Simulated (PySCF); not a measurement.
Mo(S)2(SH)2 (H2MoS4), SMILES [Mo](=[S])([SH])(=[S])[SH], multiplicity 1.

Coordinates come from a B3LYP-D3(BJ)/def2-SVP optimisation. The multiplicity is an assumed one; no other spin state was optimised. The structure was generated by enumeration; whether it is a known compound was not checked. The def2 effective core potentials stand for the cores of Mo; spin–orbit coupling is left out. The values are those of a single conformer.

Two levels are set side by side: PBE/def2-TZVP (PySCF) and M06-2X/def2-TZVP (PySCF). Same geometry, gas phase. Differences are taken from unrounded values.

| quantity | PBE |
|---|---|
| orbital gap (eV) | 2.20 |
| highest occupied level (eV) | -6.46 |
| lowest empty level (eV) | -4.25 |
| dipole moment (D) | 1.55 |
| mean polarisability (bohr³) | 127.0 |

Question: These are the PBE values. What does M06-2X give? (An estimate is asked for; the answer gives what the named calculation found.)

Answer: 
```
quantity                     M06-2X  PBE minus M06-2X
---------------------------  ------  ----------------
orbital gap (eV)               5.74             -3.53
highest occupied level (eV)   -8.54              2.08
lowest empty level (eV)       -2.80             -1.45
dipole moment (D)              1.32              0.23
mean polarisability (bohr³)   126.2               0.8
```

Without exact exchange PBE keeps part of each electron's self-repulsion, which lifts occupied levels and narrows the gap. Differences between two approximate levels are no errors against the true value.

Rough cost on one machine, each run with all the roots and properties that it gave: M06-2X against PBE about 3 times.
